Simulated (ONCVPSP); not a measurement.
**u(r) = r·R(r): atom against pseudo-atom (Li (Z = 3))**

Columns: radius, all-electron u(r) and pseudo u(r) of the 1s shell (level -52.07 eV) of lithium in the configuration 1s2 2s1; BLYP, scalar-relativistic, ONCV scheme, ONCVPSP 4.0.1.

```csv
r (bohr),all-electron,pseudo
0.065,0.4986,0.2637
0.130,0.8217,0.5132
0.195,1.0189,0.7358
0.260,1.1268,0.9214
0.325,1.1719,1.0635
0.390,1.1739,1.1590
0.455,1.1467,1.2085
0.520,1.1002,1.2154
0.585,1.0416,1.1850
0.650,0.9761,1.1249
0.715,0.9074,1.0437
0.780,0.8382,0.9502
0.845,0.7702,0.8528
0.910,0.7047,0.7587
0.975,0.6424,0.6730
1.040,0.5839,0.5982
1.105,0.5293,0.5344
1.170,0.4788,0.4799
1.235,0.4322,0.4323
1.300,0.3896,0.3895
1.365,0.3505,0.3505
1.430,0.3150,0.3149
1.495,0.2826,0.2826
1.560,0.2533,0.2533
1.625,0.2267,0.2267
1.690,0.2027,0.2027
```

Question: How many radial nodes do the two functions have?

Answer: The all-electron 1s function has n − l − 1 = 0; the pseudo-wave has 0.

Question: At about which radius was the pseudo-wave matched?

Answer: 1.30 bohr, where the columns begin to agree (steps of 0.07 bohr).

Question: Where does each function peak?

Answer: Outermost all-electron maximum near 0.39 bohr, pseudo maximum near 0.52 bohr (to the table’s step).

Question: Is the pseudo-wave norm-conserving?

Answer: Yes: the ONCV scheme keeps the norm inside the radius equal to the all-electron one, which fixes the energy derivative of the logarithmic derivative at the level.
